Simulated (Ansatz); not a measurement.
**Counterpoise correction, worked out**

The pair of F⁻ (SMILES [F-], atom 1) and BCl3 (SMILES ClB(Cl)Cl, atoms 2–5), both closed shells, in one local arrangement (a lower one may exist), relaxed at PBE0-D4/def2-TZVPD:

```
5
angstrom
F -0.1398 0.0775 -1.4662
Cl -1.1353 1.2719 0.7062
B -0.0102 0.0057 -0.1074
Cl -0.4845 -1.7129 0.4864
Cl 1.7698 0.3578 0.3810
```

Computed with Ansatz 0.2.0 (basis: def2-TZVPPD); correlated methods freeze the cores.

CCSD(T) total energies in eV:

| system | geometry | basis functions | energy |
| --- | --- | --- | --- |
| pair | pair | all | -40925.75794 |
| F⁻ | as in the pair | all (partner as ghosts) | -2714.33613 |
| BCl3 | as in the pair | all (partner as ghosts) | -38205.65244 |
| F⁻ | as in the pair | its own | -2714.25079 |
| BCl3 | as in the pair | its own | -38205.59156 |
| F⁻ | free (PBE0-D4 minimum) | its own | -2714.25079 |
| BCl3 | free (PBE0-D4 minimum) | its own | -38207.39769 |

Question: Work out the interaction energy with and without the counterpoise correction, the superposition error, and the binding energy from the relaxed fragments.

Answer: Without correction: -40925.75794 − (-2714.25079) − (-38205.59156) = -5.91559 eV.
With correction (each fragment in the whole basis): -40925.75794 − (-2714.33613) − (-38205.65244) = -5.76937 eV = -133.04 kcal/mol.
The superposition error is the difference, 0.14622 eV, 2 % of the uncorrected value: each fragment borrows its partner's functions.
Deformation from the free shapes: 0.00000 eV for F⁻ and 1.80613 eV for BCl3.
Binding energy from relaxed fragments: -5.76937 + 0.00000 + 1.80613 = -3.96324 eV = -91.39 kcal/mol (electronic, without zero-point energy; negative means bound). The deformation is large: the pair is on the way to a chemical bond or a shared proton. For comparison, the corrected interaction energy by CCSD(T) at an estimated basis limit (MP2 extrapolated from triple and quadruple zeta, plus CCSD(T) − MP2 in triple zeta) is -5.959 eV; triple zeta with the correction binds less.

T1 diagnostic: at most 0.023.

For scale, one of the runs: CCSD(T)/def2-TZVPPD, 230 basis functions, launched by `ansatz run in.yaml --threads 4 --pin off --events-out ev --progress --plain --max-ram 9574MiB`. The run took 28 s on 4 CPU threads of an Intel Xeon Platinum 8259CL (shared host), with 2.5 GiB of host memory at its peak.
